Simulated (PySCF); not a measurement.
C7H11BF2O2.
Numbering: `[O:1]=[CH:2][O:3][C@H:4]1[CH2:5][CH2:6][C@@H:7]([B:8]([F:9])[F:10])[CH2:11][CH2:12]1` (hydrogens: H13 on C2; H14 on C4; H15, H16 on C5; H17, H18 on C6; H19 on C7; H20, H21 on C11; H22, H23 on C12)

Computed, not measured: PySCF 2.14.0, PBE0-D3(BJ)/def2-SVP geometry optimisation, gas phase.

List the bond lengths, angles and torsions at this level.

```tsv
bond	length (Å)	order
O1=C2	1.198	double
C2–O3	1.329	single
O3–C4	1.442	single
C4–C5, C4–C12	1.520	single
C5–C6, C11–C12	1.524	single
C6–C7	1.542	single
C7–B8	1.563	single
B8–F9, B8–F10	1.323	single
C7–C11	1.530	single
C2–H13	1.111	single
C4–H14	1.100	single
C5–H15, C12–H23	1.101	single
C5–H16, C12–H22	1.103	single
C6–H17, C11–H20	1.101	single
C6–H18, C11–H21	1.103	single
C7–H19	1.109	single
```

Bonds in one row agree within 0.01 Å and their mean is given. Orders are formal, as drawn. A selection of angles:
```tsv
angle	degrees
O1–C2–O3	126.0
O1–C2–H13	124.8
O3–C2–H13	109.2
C2–O3–C4	117.4
O3–C4–C5	109.8
O3–C4–C12	106.4
O3–C4–H14	107.5
C5–C4–C12	111.9
C5–C4–H14	109.7
C12–C4–H14	111.4
C4–C5–C6	111.9
C4–C5–H15	109.3
C4–C5–H16	107.6
C6–C5–H15	111.4
C6–C5–H16	109.7
H15–C5–H16	106.6
C5–C6–C7	111.6
C5–C6–H17	110.0
C5–C6–H18	108.9
C7–C6–H17	110.3
C7–C6–H18	109.4
H17–C6–H18	106.5
C6–C7–B8	109.4
C6–C7–C11	111.2
C6–C7–H19	106.9
B8–C7–C11	113.8
B8–C7–H19	106.3
C11–C7–H19	109.0
C7–B8–F9	122.8
C7–B8–F10	121.1
F9–B8–F10	116.2
H20–C11–H21	106.2
```

Torsions: O1–C2–O3–C4 0° (synperiplanar); C2–O3–C4–C5 83° (synclinal); O3–C4–C5–C6 64° (synclinal); C4–C5–C6–C7 54° (synclinal); C5–C6–C7–B8 180° (antiperiplanar); C6–C7–B8–F9 114° (anticlinal); C6–C7–C11–C12 54° (synclinal); C7–C11–C12–C4 -54° (synclinal); O3–C4–C12–C11 -66° (synclinal).

Of the pairs four or more bonds apart, O1···H14 is among the closest relative to their van der Waals radii: 2.40 Å, 88 % of the sum of Bondi's values. The C–C distances run from 1.518 Å (C4–C12, drawn single) to 1.542 Å (C6–C7, drawn single), a spread of 0.024 Å. The 6-membered ring C4–C5–C6–C7–C11–C12 has internal angles of 111.2° to 111.9°; it is puckered, 0.22 Å rms from its mean plane, widest ring torsion 54°. The 3 C–O bonds span 1.198 Å (O1=C2, drawn double) to 1.442 Å (O3–C4, drawn single), a spread of 0.244 Å. B8 (three-coordinate boron) is planar (angles 122.8°, 121.1° and 116.2°, sum 360.0°, 0.01 Å off the plane of its three neighbours).

Point group: C1 (no symmetry element, even within 0.4 Å). Not checked by PBE0-D3(BJ)/def2-SVP frequencies. One conformer, not necessarily the lowest.

The run took 6.4 min of wall time on Arm Neoverse V2, one thread, shared host with 96 logical CPUs at a one-minute load of 60, and the process peaked at 1.1 GiB of memory. This is the geometry optimisation.
